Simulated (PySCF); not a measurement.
Si(Cl)(H)2(nPr), SMILES CCC[SiH2]Cl (C3H9ClSi), CAM-B3LYP/def2-SVP optimised geometry.

```
14

Si    -0.52     0.70     0.00
Cl     1.56     0.70     0.00
C     -1.23    -0.17    -1.50
C     -1.15    -1.70    -1.55
C      0.26    -2.25    -1.77
H     -0.96     0.05     1.26
H     -0.95     2.12     0.00
H     -2.29     0.14    -1.51
H     -0.78     0.27    -2.40
H     -1.80    -2.07    -2.36
H     -1.56    -2.12    -0.62
H      0.95    -1.97    -0.96
H      0.25    -3.35    -1.83
H      0.69    -1.87    -2.71
```

Density from CAM-B3LYP/def2-TZVP (PySCF) at that geometry.

Minimum of the electron density along straight lines between bonded atoms, close to the bond critical point (lines longer than 1.1 times the sum of covalent radii, or with two minima, are not listed):

```csv
bond,length / Å,ρ at the minimum / e bohr⁻³,∇²ρ there / e bohr⁻⁵,position (fraction from the first atom)
Si1–Cl2,2.082,[?],[?],0.36
Si1–C3,1.874,0.126,0.14,0.39
C3–C4,1.535,0.241,[?],0.51
C4–C5,1.525,0.248,-0.63,0.50
Si1–H6,1.487,0.124,0.13,0.49
Si1–H7,1.486,0.124,0.13,0.49
C3–H8,1.106,0.266,-0.87,0.64
C3–H9,1.104,0.268,-0.88,0.64
C4–H10,1.103,0.275,-0.93,0.64
C4–H11,1.104,0.274,-0.93,0.64
C5–H12,1.100,0.274,-0.93,0.64
C5–H13,1.100,0.273,-0.92,0.64
C5–H14,1.102,0.272,-0.92,0.64
```

Some entries are withheld; supply them.


- Si1–Cl2, ρ at the minimum / e bohr⁻³: 0.094
- Si1–Cl2, ∇²ρ there / e bohr⁻⁵: 0.20
- C3–C4, ∇²ρ there / e bohr⁻⁵: -0.58
